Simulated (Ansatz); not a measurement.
Consider the redistribution: `C[Si]O` + `NBCBr` → `C[Si]N` + `OBCBr`.

Computed with Ansatz on PBE0-D4/def2-TZVP structures; ΔE is electronic, products minus reactants. CCSD(T)/CBS is the MP2 limit (def2-TZVPP, def2-QZVPP) plus CCSD(T) − MP2 in def2-TZVPP, frozen cores. This one scheme is used for every species. DFT in def2-TZVPP. B3LYP here is the variant with VWN-RPA as its local correlation; programs differ in this. For Br outer-core shells are correlated without core-valence functions, which leaves a few kJ/mol of doubt a bond. Scalar relativity is left out up to krypton. Each species was taken in one conformer, which may not be the lowest.

```tsv
level	ΔE (kJ/mol)	difference from CCSD(T)/CBS
PBE-D4	25.3	0.0
BLYP-D4	26.1	0.8
r2SCAN-D4	24.1	-1.2
B3LYP-D4	26.1	0.8
r2SCANh-D4	24.2	-1.1
r2SCAN0-D4	24.2	-1.1
CAM-B3LYP-D4	28.0	2.7
ωB97M-V	27.7	2.4
r2SCANh	24.1	-1.2
CAM-B3LYP	27.7	2.4
LC-ωPBE	26.8	1.5
HF/def2-TZVPP	20.5	-4.8
CCSD(T)/def2-TZVPP	23.7	-1.6
HF/CBS(def2)	20.4	-4.9
MP2/CBS(def2)	25.7	0.4
CCSD/CBS(def2)	25.5	0.2
CCSD(T)/CBS	25.3	0
```

Largest T1 diagnostic among the species: 0.014.

At CCSD(T), def2-SVP lies −15.1 kJ/mol from the extrapolated value and def2-TZVPP −1.6 kJ/mol. Leaving LDA and LC-ωPBE aside and taking each functional with its dispersion term where it has one, the values, not all of them listed here, spread over 4.3 kJ/mol, from revPBE-D4 to CAM-B3LYP-D4. LDA lies +4.9 kJ/mol from PBE without D4.
